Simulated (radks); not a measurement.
Results of a calculation; reference values are marked as such.
Species: Yb IX. Configuration: [Kr] 4d10 4f12 5s2 5p2.

Level of theory: Dirac Kohn-Sham, LDA (Slater exchange, Perdew-Wang correlation), spin-unpolarised, spherical densities, finite nucleus; open shells fill j = l - 1/2 first; Fermi nuclear charge, rms radius 5.3108 fm (a radial shooting solver on a logarithmic mesh with Libxc functionals).

Energy parts (hartree):
| part | energy |
|---|---|
| total | -14046.9817 |
| kinetic | 15599.6596 |
| electron-nucleus | -34588.5314 |
| Hartree | 5223.0884 |
| exchange-correlation | -281.1982 |

Orbitals (lengths in bohr, moments of r in powers of bohr; r(90%) holds 90 % of the orbital's charge):
[
 {"orbital": "1s1/2", "occ.": "2", "eigenvalue (hartree)": "-2250.186", "r(90%)": "0.0357", "<1/r>": "80.55"},
 {"orbital": "2s1/2", "occ.": "2", "eigenvalue (hartree)": "-385.1380", "r(90%)": "0.129", "<1/r>": "19.45"},
 {"orbital": "2p1/2", "occ.": "2", "eigenvalue (hartree)": "-367.7728", "r(90%)": "0.114", "<1/r>": "19.43"},
 {"orbital": "2p3/2", "occ.": "4", "eigenvalue (hartree)": "-329.3363", "r(90%)": "0.124", "<1/r>": "16.69"},
 {"orbital": "3s1/2", "occ.": "2", "eigenvalue (hartree)": "-90.56208", "r(90%)": "0.318", "<1/r>": "7.127"},
 {"orbital": "3p1/2", "occ.": "2", "eigenvalue (hartree)": "-82.86597", "r(90%)": "0.310", "<1/r>": "7.048"},
 {"orbital": "3p3/2", "occ.": "4", "eigenvalue (hartree)": "-74.70977", "r(90%)": "0.330", "<1/r>": "6.341"},
 {"orbital": "3d3/2", "occ.": "4", "eigenvalue (hartree)": "-61.53880", "r(90%)": "0.302", "<1/r>": "6.233"},
 {"orbital": "3d5/2", "occ.": "6", "eigenvalue (hartree)": "-59.75485", "r(90%)": "0.307", "<1/r>": "6.062"},
 {"orbital": "4s1/2", "occ.": "2", "eigenvalue (hartree)": "-21.67808", "r(90%)": "0.701", "<1/r>": "2.991"},
 {"orbital": "4p1/2", "occ.": "2", "eigenvalue (hartree)": "-18.55879", "r(90%)": "0.720", "<1/r>": "2.884"},
 {"orbital": "4p3/2", "occ.": "4", "eigenvalue (hartree)": "-16.69523", "r(90%)": "0.767", "<1/r>": "2.638"},
 {"orbital": "4d3/2", "occ.": "4", "eigenvalue (hartree)": "-11.54198", "r(90%)": "0.825", "<1/r>": "2.422"},
 {"orbital": "4d5/2", "occ.": "6", "eigenvalue (hartree)": "-11.20002", "r(90%)": "0.842", "<1/r>": "2.362"},
 {"orbital": "4f5/2", "occ.": "6", "eigenvalue (hartree)": "-4.85582", "r(90%)": "1.09", "<1/r>": "1.903"},
 {"orbital": "4f7/2", "occ.": "6", "eigenvalue (hartree)": "-4.79904", "r(90%)": "1.10", "<1/r>": "1.880"},
 {"orbital": "5s1/2", "occ.": "2", "eigenvalue (hartree)": "-6.36230", "r(90%)": "1.57", "<1/r>": "1.213"},
 {"orbital": "5p1/2", "occ.": "2", "eigenvalue (hartree)": "-5.38818", "r(90%)": "1.70", "<1/r>": "1.118"},
 {"orbital": "5p3/2", "occ.": "0", "eigenvalue (hartree)": "-5.05921", "r(90%)": "1.79", "<1/r>": "1.045"},
 {"orbital": "5d3/2", "occ.": "0", "eigenvalue (hartree)": "-3.62078", "r(90%)": "2.14", "<1/r>": "0.8681"},
 {"orbital": "5d5/2", "occ.": "0", "eigenvalue (hartree)": "-3.57194", "r(90%)": "2.17", "<1/r>": "0.8548"},
 {"orbital": "6s1/2", "occ.": "0", "eigenvalue (hartree)": "-2.93182", "r(90%)": "3.00", "<1/r>": "0.6214"}
]

The highest occupied level is 4f7/2 at -130.59 eV. The configuration is held as typed, so some empty levels lie below it. The density falls to 0.001 e/bohr^3 at r = 2.45 bohr. Summed over all electrons, <r^2> = 19.37 bohr^2, which gives a Langevin (diamagnetic) susceptibility term of -15.3 x 10^-6 cm^3/mol. The electron density at the nucleus is 1.023e+06 e/bohr^3.
